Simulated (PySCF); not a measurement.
**Field gradients at the hydrogen positions**

C5H11O2P.
Cartesian coordinates in Å at the GFN2-xTB level; atoms count from 1:
```xyz
19
C5H11O2P angstrom
C      2.382    0.873   -0.311
C      1.641    0.042    0.722
P      0.307   -0.926   -0.095
O      0.766   -1.859   -1.132
O     -0.382   -1.715    1.137
C     -0.965    0.265   -0.620
C     -2.395   -0.185   -0.613
C     -1.921    0.803    0.399
H      2.701    0.232   -1.130
H      1.737    1.650   -0.715
H      3.259    1.346    0.127
H      1.217    0.661    1.512
H      2.310   -0.693    1.177
H     -0.335   -2.650    0.928
H     -0.643    0.909   -1.427
H     -3.036    0.155   -1.413
H     -2.610   -1.190   -0.280
H     -2.237    1.832    0.310
H     -1.806    0.460    1.416
```

Level: PBE0/pcSseg-1 (PySCF, non-relativistic); Q(2H) = 0.00286 b; rigid geometry, the same for H and D, with no vibrational averaging.

Problem. Rank these positions by the coupling χzz of a deuteron there, largest first.
A. H10 (methyl hydrogen)
B. H19 (methylene hydrogen)
C. H9 (methyl hydrogen)
D. H14 (hydroxyl hydrogen)

Solution. D (323 kHz), B (219 kHz), A (211 kHz), C (206 kHz).

Problem. What are Vzz, η and χzz (234.96 MHz × Q × Vzz) at all hydrogens?

Solution. 
| atom | bonded to | bond length (Å) | Vzz (au) | η | χzz (kHz) |
| --- | --- | --- | --- | --- | --- |
| H9 | C1 | 1.088 | 0.3068 | 0.02 | 206 |
| H10 | C1 | 1.088 | 0.3135 | 0.03 | 211 |
| H11 | C1 | 1.088 | 0.3143 | 0.02 | 211 |
| H12 | C2 | 1.089 | 0.3107 | 0.01 | 209 |
| H13 | C2 | 1.093 | 0.3035 | 0.02 | 204 |
| H14 | O5 | 0.959 | 0.4802 | 0.10 | 323 |
| H15 | C6 | 1.082 | 0.3267 | 0.09 | 220 |
| H16 | C7 | 1.080 | 0.3308 | 0.07 | 222 |
| H17 | C7 | 1.080 | 0.3278 | 0.07 | 220 |
| H18 | C8 | 1.080 | 0.3303 | 0.07 | 222 |
| H19 | C8 | 1.080 | 0.3265 | 0.06 | 219 |

Problem. Average by the element that carries the hydrogen.

Solution. on C: 214 kHz over 10 positions, mean bond length 1.085 Å; on O: 323 kHz over 1 position, mean bond length 0.959 Å.

Problem. How does χzz go with the bond length over the 10 C–H bonds?

Solution. A straight-line fit has a slope of -13.5 kHz for each 0.01 Å, with a correlation coefficient of -0.97, over lengths from 1.080 to 1.093 Å. The longer bonds have the smaller couplings here.

The structure is a single GFN2-xTB conformer in the gas phase; no vibrational or solvent corrections. GFN2-xTB bond lengths can be off by several hundredths of an ångström, more for odd bonds, and the gradients follow them. The basis is small and wasn't made for field gradients, so the couplings can be 20 % off.
